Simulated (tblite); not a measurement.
Species: C₃H₁₀F₃NSi₂.
Numbering: `[CH3:1][Si@@H:2]([SiH3:3])[NH:4][CH2:5][C:6]([F:7])([F:8])[F:9]` (hydrogens: H10, H11, H12 on C1; H13 on Si2; H14, H15, H16 on Si3; H17 on N4; H18, H19 on C5)

Computed with GFN2-xTB (tblite), gas phase: L-BFGS steps from a force-field or distance-geometry start until the largest atomic force falls under 0.01 eV/Å.

Step 157: E = -873.9921 eV
```
atom  x, y, z in Å  |  force x, y, z in eV/Å
C1     -1.7050   -0.8159   -1.7286    0.021  -0.018  -0.008
Si2    -0.8776    0.2699   -0.4088    0.049   0.019  -0.045
Si3    -2.1960    0.6563    1.4580    0.015   0.029   0.003
N4      0.5056   -0.6651    0.0877    0.000  -0.018  -0.029
C5      1.5969   -0.1039    0.8142    0.008   0.005   0.014
C6      2.7678    0.2630   -0.1016   -0.021  -0.032   0.027
F7      3.3441   -0.8329   -0.6263   -0.030   0.055  -0.016
F8      2.3970    1.0313   -1.1337    0.008  -0.015   0.032
F9      3.7349    0.9287    0.5488   -0.006  -0.013   0.005
H10    -1.1567   -0.7830   -2.6665   -0.026  -0.028   0.014
H11    -1.7647   -1.8551   -1.4154   -0.024   0.032  -0.006
H12    -2.7151   -0.4724   -1.9295    0.028  -0.008   0.007
H13    -0.4372    1.5185   -1.0734   -0.024  -0.036   0.009
H14    -3.1417    1.7536    1.2306   -0.016  -0.011  -0.026
H15    -1.4136    1.0656    2.6305    0.026  -0.017   0.036
H16    -3.0021   -0.4909    1.8891    0.014   0.000  -0.011
H17     0.7893   -1.4641   -0.4612   -0.038   0.036   0.015
H18     1.2692    0.8094    1.3145    0.024  -0.020   0.010
H19     1.9951   -0.8038    1.5642   -0.007   0.040  -0.032
```

Step 158: E = -873.9931 eV
```
atom  x, y, z in Å  |  force x, y, z in eV/Å
C1     -1.7047   -0.8177   -1.7240    0.021  -0.015  -0.019
Si2    -0.8785    0.2738   -0.4084    0.035   0.029  -0.048
Si3    -2.1991    0.6567    1.4569    0.024   0.031   0.007
N4      0.5045   -0.6616    0.0852    0.005  -0.023  -0.026
C5      1.5977   -0.1053    0.8128   -0.016   0.031   0.032
C6      2.7688    0.2622   -0.1017   -0.038  -0.005   0.036
F7      3.3423   -0.8288   -0.6367   -0.025   0.030  -0.019
F8      2.3952    1.0398   -1.1258    0.018  -0.007   0.015
F9      3.7377    0.9218    0.5522    0.001  -0.011   0.006
H10    -1.1460   -0.7980   -2.6564   -0.034  -0.036   0.015
H11    -1.7750   -1.8529   -1.3996   -0.023   0.036  -0.015
H12    -2.7102   -0.4691   -1.9394    0.035  -0.009   0.014
H13    -0.4357    1.5200   -1.0749   -0.029  -0.031   0.006
H14    -3.1441    1.7560    1.2319   -0.011  -0.028  -0.019
H15    -1.4116    1.0633    2.6276    0.014  -0.018   0.035
H16    -3.0003   -0.4962    1.8844    0.014   0.020  -0.011
H17     0.7856   -1.4580   -0.4684   -0.027   0.022   0.016
H18     1.2727    0.8097    1.3136    0.027  -0.043   0.002
H19     1.9909   -0.8066    1.5632    0.010   0.028  -0.025
```

Step 159: E = -873.9941 eV
```
atom  x, y, z in Å  |  force x, y, z in eV/Å
C1     -1.7048   -0.8197   -1.7199    0.021  -0.001  -0.021
Si2    -0.8789    0.2773   -0.4091    0.015   0.031  -0.037
Si3    -2.2013    0.6584    1.4565    0.046   0.014   0.012
N4      0.5026   -0.6599    0.0835    0.007  -0.024  -0.027
C5      1.5973   -0.1065    0.8102   -0.011   0.027   0.024
C6      2.7695    0.2621   -0.1021   -0.042   0.016   0.042
F7      3.3418   -0.8236   -0.6478   -0.025   0.018  -0.005
F8      2.3992    1.0503   -1.1189    0.005   0.002  -0.003
F9      3.7375    0.9153    0.5596    0.020  -0.018   0.005
H10    -1.1369   -0.8182   -2.6468   -0.030  -0.037   0.009
H11    -1.7898   -1.8491   -1.3823   -0.024   0.022  -0.016
H12    -2.7039   -0.4628   -1.9503    0.028  -0.007   0.016
H13    -0.4326    1.5208   -1.0760   -0.031  -0.018  -0.004
H14    -3.1471    1.7574    1.2344   -0.012  -0.032  -0.014
H15    -1.4099    1.0601    2.6276   -0.004  -0.021   0.021
H16    -2.9973   -0.5017    1.8776    0.016   0.040  -0.011
H17     0.7808   -1.4534   -0.4751   -0.012   0.006   0.018
H18     1.2747    0.8094    1.3102    0.018  -0.034   0.012
H19     1.9895   -0.8069    1.5613    0.012   0.014  -0.023
```

Step 160: E = -873.9951 eV
```
atom  x, y, z in Å  |  force x, y, z in eV/Å
C1     -1.7054   -0.8216   -1.7167    0.005  -0.001  -0.030
Si2    -0.8795    0.2807   -0.4109    0.003   0.016  -0.011
Si3    -2.2020    0.6579    1.4566    0.054   0.001   0.011
N4      0.5021   -0.6569    0.0794   -0.006   0.002  -0.004
C5      1.5967   -0.1051    0.8070   -0.013   0.025   0.027
C6      2.7706    0.2627   -0.1021   -0.030   0.045   0.039
F7      3.3383   -0.8193   -0.6570   -0.015  -0.014   0.000
F8      2.4079    1.0613   -1.1135   -0.012   0.016  -0.004
F9      3.7399    0.9059    0.5680    0.031  -0.017   0.001
H10    -1.1279   -0.8420   -2.6376   -0.035  -0.034   0.018
H11    -1.8089   -1.8446   -1.3643   -0.025   0.028  -0.025
H12    -2.6970   -0.4528   -1.9623    0.041  -0.019   0.017
H13    -0.4323    1.5211   -1.0783   -0.025   0.009  -0.020
H14    -3.1490    1.7568    1.2371   -0.010  -0.036  -0.010
H15    -1.4095    1.0554    2.6294   -0.014  -0.023   0.011
H16    -2.9947   -0.5078    1.8719    0.022   0.059  -0.012
H17     0.7770   -1.4494   -0.4806    0.011  -0.023   0.006
H18     1.2753    0.8113    1.3072    0.014  -0.035   0.008
H19     1.9887   -0.8043    1.5593    0.006   0.001  -0.023
```

**Question.** Estimate the geometry and energy of step 161. (The exact step hangs on the optimiser's Hessian estimate; all steps are aligned on step 160, rigid shifts and turns removed.)

**Answer.** E = -873.9963 eV, largest force 0.077 eV/Å
```
atom  x, y, z in Å  |  force x, y, z in eV/Å
C1     -1.7070   -0.8239   -1.7136   -0.010  -0.009  -0.032
Si2    -0.8786    0.2820   -0.4131   -0.004  -0.004   0.020
Si3    -2.2011    0.6582    1.4568    0.060  -0.012   0.001
N4      0.5019   -0.6578    0.0763   -0.010   0.021   0.013
C5      1.5957   -0.1057    0.8046    0.001   0.029  -0.006
C6      2.7704    0.2669   -0.1019    0.003   0.054   0.007
F7      3.3341   -0.8113   -0.6701   -0.026  -0.003   0.024
F8      2.4166    1.0792   -1.1066   -0.031  -0.001   0.034
F9      3.7419    0.8974    0.5779    0.025  -0.025  -0.010
H10    -1.1199   -0.8705   -2.6278   -0.042  -0.027   0.027
H11    -1.8338   -1.8394   -1.3458   -0.027   0.044  -0.036
H12    -2.6887   -0.4390   -1.9751    0.050  -0.034   0.015
H13    -0.4292    1.5183   -1.0826   -0.021   0.034  -0.032
H14    -3.1486    1.7564    1.2371   -0.011  -0.037  -0.009
H15    -1.4123    1.0532    2.6334   -0.014  -0.024   0.001
H16    -2.9922   -0.5114    1.8668    0.026   0.071  -0.014
H17     0.7760   -1.4483   -0.4861    0.025  -0.037   0.003
H18     1.2735    0.8086    1.3070    0.005  -0.021   0.011
H19     1.9915   -0.8036    1.5556    0.000  -0.018  -0.019
```

The energy changes by -0.0012 eV. The first-order estimate −F·Δx gives -0.0016 eV and the mean of the old and new forces, exact on a quadratic surface, -0.0011 eV. The step makes an angle of 81° with the force vector and moves no atom by more than 0.031 Å.

What follows is the cost of the whole relaxation. Hardware: one thread of an Arm Neoverse V1, shared host with 32 logical CPUs at a one-minute load of 24. Cost: 2.6 s.
